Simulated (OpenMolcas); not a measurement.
## Ti2+: moving the ligands

Ti2+ with its 8 nearest fluoride ions at 2.323 Å, on the Ca site of CaF2 (a = 5.46294 Å, distance in the model lattice 2.366 Å). The rest of the host is ab initio model potentials to 7.6 Å and point charges beyond; the distance is set by hand and nothing relaxes. Ligand basis ANO-RCC-VDZP.

```
Program             : OpenMolcas 26.06
Method              : CASSCF
Basis               : ANO-RCC-VTZP [6s5p3d2f1g]
Scalar Hamiltonian  : DKH2, point nucleus
Active space        : 2 electrons in 5 orbitals (3d)
State averaging     : 2S+1 = 3 even, 10 roots; 2S+1 = 1 even, 15 roots
Spin-orbit coupling : state interaction with AMFI integrals over the reference wave functions
```

Runs around this geometry, states (labels of O, the rotations of Oh). Energies in cm-1 above the lowest state or level, χT in cm3 K/mol.

```
R (Å)  Ground state  First state of that spin  First gap with spin-orbit (degeneracies)  χT at 300 K  First state of another spin
  2.3           3A2                  3T2 6918                               6860 (3, 1)        1.017                     1E 12492
2.323           3A2                  3T2 6558                               6499 (3, 1)        1.018                     1E 12479
2.366           3A2                  3T2 5943                               5885 (3, 1)        1.020                     1E 12451
```

Taking the first state of the same spin as R^-n, n = -ln(5943 / 6918) / ln(2.366 / 2.3) = 5.4 between the shortest and longest distance.

Without dynamic correlation the repulsion within the d shell is too large (B by tens of per cent), so at a given field states of lower spin stand too high. Ligand-to-metal charge-transfer states are missing. With no ligand orbital active B as a rule stays too high, so bands that hang on it stand too high and its fall with covalency is understated. With metal d orbitals alone and no dynamic correlation 10Dq can be off by a tenth to a fifth, either way, in oxide and fluoride hosts. No measured value stands beside these numbers; the geometry was set by hand and not optimised.
